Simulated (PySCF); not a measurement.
Here is a job for PySCF.
```python
from pyscf import gto, scf, mp

mol = gto.M(
    atom='''
F     1.615043   -0.609945    0.099165
S     0.180346    0.307769    0.047937
F    -1.313505    1.124532   -0.019015
F    -0.622153   -1.061731   -0.165371
''',
    basis='3-21g',
    charge=0,
    spin=1,
    verbose=4,
)

mf = scf.UHF(mol)
mf.kernel()

pt = mp.MP2(mf, frozen=8)
pt.kernel()
print('E(MP2) = %.10f' % pt.e_tot)
```

Task: What does this run give for the MP2 correlation energy, number of basis functions, total energy, SCF-reference Mulliken (on the basis functions themselves) charges in atom order, SCF-reference HOMO energy, SCF-reference dipole moment?

Result: 
```yaml
MP2 correlation energy: -0.4356 Eh
number_of_basis_functions: 40
total_energy: -692.5121 Eh
SCF-reference Mulliken (on the basis functions themselves) charges in atom order: F1 -0.54, S2 1.49, F3 -0.54, F4 -0.42
SCF-reference HOMO energy: -12.57 eV
SCF-reference dipole moment: 1.14 D
```

These values belong to the state on which the SCF converged, which isn't shown to be the lowest.
